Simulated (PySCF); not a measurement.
Isomers of C6H13NO, mass 115.100 u with the commonest isotopes. Computed with PBE0-D3(BJ)/def2-SVP geometry optimisation, gas phase in PySCF 2.14.0. One conformer each, none proved a minimum here; rigid rotors.

Task: Order these by rotational constant C, largest first.
A. `[CH3:1][CH2:2][N:3]([CH2:4][CH3:5])[C:6]([CH3:7])=[O:8]` with C1–C2–N3–C4 92°, C2–N3–C4–C5 85°, C2–N3–C6–C7 180°
B. `[CH3:1][O:2]/[CH:3]=[C:4](\[CH3:5])[C@H:6]([CH3:7])[NH2:8]` with C1–O2–C3–C4 -177°, C3–C4–C6–C7 102°, C4–C6–N8–H 177° and -65°
C. `[CH3:1][N:2]1[CH2:3][CH2:4][CH:5]([OH:6])[CH2:7][CH2:8]1` with C4–C5–O6–H -62°, C1–N2–C3–C4 -173°, N2–C3–C4–C5 -56°, C3–C4–C5–O6 179°, C4–C5–C7–C8 -53° (N-methyl-4-piperidinol)
D. `[CH3:1][C:2](=[O:3])[NH:4][C:5]([CH3:6])([CH3:7])[CH3:8]` with C1–C2–N4–C5 -179°

Result: D (1245 MHz), A (1162 MHz), C (1129 MHz), B (966.4 MHz).

Task: Order these by rotational constant B, largest first.
A. `[CH3:1][O:2]/[CH:3]=[C:4](\[CH3:5])[C@H:6]([CH3:7])[NH2:8]` with C1–O2–C3–C4 -177°, C3–C4–C6–C7 102°, C4–C6–N8–H 177° and -65°
B. `[CH3:1][CH2:2][N:3]([CH2:4][CH3:5])[C:6]([CH3:7])=[O:8]` with C1–C2–N3–C4 92°, C2–N3–C4–C5 85°, C2–N3–C6–C7 180°
C. `[CH3:1][C:2](=[O:3])[NH:4][C:5]([CH3:6])([CH3:7])[CH3:8]` with C1–C2–N4–C5 -179°

Result: B (1952 MHz), C (1375 MHz), A (1164 MHz).

Task: Order these by out-of-plane moment Σ m c² = (Ia + Ib − Ic)/2, smallest first.
A. `[CH3:1][CH2:2][N:3]([CH2:4][CH3:5])[C:6]([CH3:7])=[O:8]` with C1–C2–N3–C4 92°, C2–N3–C4–C5 85°, C2–N3–C6–C7 180°
B. `[CH3:1][C:2](=[O:3])[NH:4][C:5]([CH3:6])([CH3:7])[CH3:8]` with C1–C2–N4–C5 -179° (N-tert-butylacetamide)
C. `[CH3:1][N:2]1[CH2:3][CH2:4][CH:5]([OH:6])[CH2:7][CH2:8]1` with C4–C5–O6–H -62°, C1–N2–C3–C4 -173°, N2–C3–C4–C5 -56°, C3–C4–C5–O6 179°, C4–C5–C7–C8 -53°
D. `[CH3:1][O:2]/[CH:3]=[C:4](\[CH3:5])[C@H:6]([CH3:7])[NH2:8]` with C1–O2–C3–C4 -177°, C3–C4–C6–C7 102°, C4–C6–N8–H 177° and -65°

Result: C (15.81 u·Å²), A (33.84 u·Å²), D (34.45 u·Å²), B (57.15 u·Å²).

| SMILES | point group | Ia (u·Å²) | Ib (u·Å²) | Ic (u·Å²) | κ | μa (D) | μb (D) | μc (D) |
| --- | --- | --- | --- | --- | --- | --- | --- | --- |
| CCN(CC)C(C)=O | C1 | 243.76 | 258.93 | 435.00 | 0.73 | 2.50 | 2.45 | 1.19 |
| CC(=O)NC(C)(C)C | – | 152.77 | 367.51 | 405.98 | -0.87 | 1.08 | 3.38 | 0.02 |
| CN1CCC(O)CC1 | Cs | 113.74 | 365.59 | 447.70 | -0.85 | 1.36 | 0.00 | 0.63 |
| CO/C=C(\C)[C@H](C)N | C1 | 157.55 | 434.28 | 522.94 | -0.82 | 0.25 | 1.02 | 0.73 |
